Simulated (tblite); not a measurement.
C4H7BN2O3.
SMILES with atom numbers: `[CH3:1][C@@H:2]([O:3][B:4]([OH:5])[C:6]#[N:7])[C:8]([NH2:9])=[O:10]` (hydrogens: H11, H12, H13 on C1; H14 on C2; H15 on O5; H16, H17 on N9)

Computed with GFN2-xTB (tblite), gas phase: L-BFGS steps from a force-field or distance-geometry start until the largest atomic force falls under 0.01 eV/Å.

Step 0: E = -852.5537 eV
```
atom  x, y, z in Å  |  force x, y, z in eV/Å
C1     -0.0107   -1.5130   -0.8656    0.215  -1.314  -0.057
C2      0.1837   -0.2089   -0.1246   -0.459   0.675   0.036
O3     -0.2052   -0.3204    1.2086   -2.239   1.430   1.611
B4     -1.3662    0.6051    1.3423    1.790   0.497  -2.118
O5     -1.1348    1.9755    0.9125   -1.621  -2.153  -0.187
C6     -2.7526   -0.0263    1.0075   -1.681  -0.725   0.567
N7     -3.7801   -0.5096    0.7513    1.960   0.916   0.285
C8      1.5793    0.2758   -0.2932    3.427   1.260  -2.975
N9      2.4370    0.6048    0.8071   -0.502   0.486   0.322
O10     2.0283    0.3974   -1.4715   -1.314  -0.497   3.572
H11     0.9479   -1.7503   -1.3756   -0.930   0.011  -0.054
H12    -0.2173   -2.3583   -0.1512    0.064   0.926  -0.655
H13    -0.8552   -1.3654   -1.5504    0.491  -0.617   0.042
H14    -0.5147    0.5311   -0.5770    0.846  -0.187  -0.454
H15    -1.8259    2.1868    0.2243    0.896   0.236   1.416
H16     2.3810    1.5741    1.2249    0.011  -2.032  -0.673
H17     3.0986   -0.0864    1.2072   -0.955   1.089  -0.679
```

Step 1: E = -852.9975 eV
```
atom  x, y, z in Å  |  force x, y, z in eV/Å
C1     -0.0077   -1.5318   -0.8665    0.011   0.034   0.165
C2      0.1771   -0.1992   -0.1241    0.300   0.002   0.387
O3     -0.2372   -0.2999    1.2316   -1.154   1.088   0.499
B4     -1.3406    0.6122    1.3121    0.214  -0.178  -1.514
O5     -1.1580    1.9447    0.9099   -0.405  -1.352   0.251
C6     -2.7766   -0.0367    1.0156    5.293   2.538   2.218
N7     -3.7521   -0.4965    0.7553   -4.614  -2.172  -1.389
C8      1.6283    0.2938   -0.3357   -0.912   0.036   4.458
N9      2.4298    0.6118    0.8117   -0.357  -0.216  -0.127
O10     2.0095    0.3903   -1.4204    1.740   0.330  -3.953
H11     0.9346   -1.7502   -1.3764   -0.477  -0.137  -0.222
H12    -0.2164   -2.3451   -0.1606   -0.037   0.335  -0.216
H13    -0.8482   -1.3742   -1.5498    0.391  -0.616  -0.007
H14    -0.5026    0.5284   -0.5835    0.609   0.012  -0.565
H15    -1.8131    2.1901    0.2446    0.021   0.416   0.660
H16     2.3811    1.5451    1.2153   -0.041  -0.859  -0.203
H17     3.0850   -0.0708    1.1975   -0.583   0.737  -0.441
```

Step 2: E = -853.2309 eV
```
atom  x, y, z in Å  |  force x, y, z in eV/Å
C1     -0.0057   -1.5429   -0.8653   -0.077   0.932   0.210
C2      0.1762   -0.1933   -0.1199    0.621  -0.350   0.546
O3     -0.2684   -0.2764    1.2507    0.144   0.301  -0.254
B4     -1.3229    0.6147    1.2783   -0.660  -0.424  -0.645
O5     -1.1762    1.9122    0.9108    0.549  -0.149   0.357
C6     -2.7374   -0.0172    1.0431   -4.429  -2.060  -0.553
N7     -3.7820   -0.5106    0.7437    4.437   2.101   1.181
C8      1.6488    0.3052   -0.3162   -1.137  -0.185   2.024
N9      2.4218    0.6138    0.8132   -0.325  -0.728  -0.393
O10     2.0158    0.3893   -1.4296    1.126   0.168  -1.948
H11     0.9217   -1.7515   -1.3792   -0.085  -0.197  -0.335
H12    -0.2162   -2.3336   -0.1684   -0.136  -0.191   0.226
H13    -0.8400   -1.3858   -1.5496    0.244  -0.536  -0.057
H14    -0.4890    0.5269   -0.5932    0.487   0.109  -0.613
H15    -1.8051    2.1964    0.2636   -0.598   0.627   0.110
H16     2.3808    1.5187    1.2074   -0.124   0.392   0.320
H17     3.0708   -0.0539    1.1872   -0.037   0.189  -0.175
```

Problem. Estimate the geometry and energy of step 3. (The exact step hangs on the optimiser's Hessian estimate; all steps are aligned on step 2, rigid shifts and turns removed.)

Solution. E = -853.3530 eV, largest force 3.545 eV/Å
```
atom  x, y, z in Å  |  force x, y, z in eV/Å
C1     -0.0062   -1.5346   -0.8624    0.080   0.494   0.246
C2      0.1834   -0.1962   -0.1125    0.364   0.015   0.283
O3     -0.2745   -0.2669    1.2520    0.380  -0.018  -0.276
B4     -1.3268    0.6101    1.2626   -1.097  -0.528  -0.388
O5     -1.1741    1.9024    0.9154    0.204   0.272  -0.121
C6     -2.7601   -0.0273    1.0481    0.851   0.416   0.800
N7     -3.7558   -0.4982    0.7497   -0.639  -0.288  -0.237
C8      1.6365    0.3047   -0.2782    0.442  -0.025  -3.517
N9      2.4164    0.6059    0.8089   -0.246   0.018   0.194
O10     2.0339    0.3920   -1.4639   -0.711  -0.253   3.091
H11     0.9177   -1.7541   -1.3836   -0.109  -0.125  -0.255
H12    -0.2177   -2.3331   -0.1678   -0.096  -0.089   0.169
H13    -0.8352   -1.3947   -1.5501    0.122  -0.403  -0.089
H14    -0.4804    0.5279   -0.6025    0.604  -0.016  -0.471
H15    -1.8102    2.2050    0.2692   -0.278   0.498   0.434
H16     2.3794    1.5167    1.2091   -0.134   0.139   0.214
H17     3.0668   -0.0475    1.1827    0.262  -0.106  -0.077
```

The energy changes by -0.1221 eV. The first-order estimate −F·Δx gives -0.5239 eV and the mean of the old and new forces, exact on a quadratic surface, -0.1319 eV. The step makes an angle of 34° with the force vector and moves no atom by more than 0.040 Å.

The cost below is that of the whole relaxation. The run took 1.5 s of wall time on Arm Neoverse V1, one thread, no GPU (shared host).
